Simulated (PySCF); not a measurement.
**Question.** Write Cartesian coordinates for `CO[C@H](C(F)=C(F)F)S(C)(=O)=O` as optimised with GFN2-xTB.

**Answer.** 
```
atom  x, y, z in Å
C1    -1.277   -1.835   -0.807
O2    -0.551   -0.628   -0.988
C3    -0.615    0.241    0.088
C4    -0.207    1.618   -0.273
F5     0.953    1.727   -0.944
C6    -0.843    2.726    0.100
F7    -0.451    3.962   -0.135
F8    -1.996    2.708    0.750
S9     0.631   -0.347    1.382
C10    2.125   -0.731    0.435
O11    0.114   -1.569    1.935
O12    0.880    0.744    2.279
H13   -2.351   -1.632   -0.751
H14   -1.066   -2.437   -1.687
H15   -0.958   -2.357    0.096
H16   -1.588    0.242    0.593
H17    2.617    0.198    0.183
H18    1.824   -1.273   -0.452
H19    2.748   -1.346    1.073
```

Any rigid rotation of these coordinates is as good. Atoms count from 1 in this order. S9 (sulfonyl sulfur) is distorted tetrahedral (angles from 104.6° to 117.9°). The 2 C–S bonds span 1.810 Å (S9–C10, drawn single) to 1.890 Å (C3–S9, drawn single), a spread of 0.080 Å. O2 (ether oxygen) is bent (angle 114.2°). The C–O distances run from 1.384 Å (O2–C3, drawn single) to 1.420 Å (C1–O2, drawn single), a spread of 0.036 Å.

Bonds between heavy atoms (Å): C1–O2 1.420, O2–C3 1.384, C3–C4 1.481, C4–F5 1.344, C4=C6 1.331, C6–F7 1.318, C6–F8 1.324, C3–S9 1.890, S9–C10 1.810, S9=O11 1.438, S9=O12 1.435.

The geometry is computed with GFN2-xTB (gas phase).

Point group: C1 (no symmetry element, even within 0.4 Å). No frequency check. The numbers are those of one conformer (C1–O2–C3–C4 -163°, O2–C3–C4–F5 -49°, O2–C3–S9–C10 45°).
